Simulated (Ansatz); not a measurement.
C₃H₆B₂, SMILES `CBC1=CB1`. Total charge 0; spin multiplicity 1.

```xyz
11

C     0.819    0.598    1.529
B     0.522    0.738    0.002
C    -0.421   -0.159   -0.734
C    -1.619   -0.545   -1.241
B    -0.538   -1.454   -1.496
H     1.894    0.468    1.696
H     0.281   -0.204    2.035
H     0.568    1.548    2.017
H     1.112    1.558   -0.647
H    -2.617   -0.129   -1.247
H    -0.001   -2.419   -1.914
```

Question: List the harmonic frequencies (cm⁻¹, unscaled) at PBE0-D4/def2-TZVP in Ansatz. (An estimate is asked.)

Answer: Ansatz gave: 72, 121, 168, 199, 480, 663, 687, 760, 797, 868, 909, 929, 980, 1029, 1051, 1180, 1273, 1312, 1448, 1457, 1668, 2589, 2768, 3033, 3091, 3141, 3236.

Question: Is this a minimum?

Answer: Yes, all 27 modes are real.

Question: Give the ideal-gas thermochemistry at 298.15 K and 1 bar (rigid rotor, harmonic oscillator; point group C1, symmetry number 1).

Answer: Zero-point energy 214.8 kJ/mol; H(298) − E = 234.2 kJ/mol; entropy 327.0 J/(mol·K), of which translation 160.7, rotation 105.9, vibration 60.4; G(298) − E = 136.7 kJ/mol. Modes under 100 cm⁻¹ are hindered rotations or soft bends, so the harmonic entropy is rough.

Question: Rotational constants (cm⁻¹)?

Answer: 0.523, 0.09785, 0.09392.
